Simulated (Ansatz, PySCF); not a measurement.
Complex: CH3F (SMILES CF) (first 5 atoms) with C2H6 (SMILES CC); geometry from B3LYP-D3(BJ)/def2-TZVP.
(charge 0, multiplicity 1):
```xyz
13

C     -0.524     0.491     0.504
F     -0.423    -0.846     0.875
H      0.281     1.049     0.984
H     -0.436     0.560    -0.580
H     -1.491     0.873     0.831
C     -0.630     0.321     4.123
C      0.785    -0.250     4.105
H     -1.005     0.426     5.143
H     -1.320    -0.326     3.578
H     -0.666     1.309     3.658
H      1.486     0.406     4.624
H      1.142    -0.386     3.083
H      0.822    -1.226     4.593
```

Counterpoise-corrected where a basis set is named; no monomer relaxation.

Programs: Ansatz (a quantum-chemistry and plane-wave program) with Gaussian orbitals; PySCF for the dispersion terms. 

Task: One of these levels gives -0.6 kJ/mol for the interaction energy. Which?
(A) BLYP/def2-TZVPPD
(B) PBE0/def2-TZVPPD
(C) BLYP-D4/def2-TZVPPD

Result: B, PBE0/def2-TZVPPD. The others give 4.1 (BLYP/def2-TZVPPD), -3.4 (BLYP-D4/def2-TZVPPD)
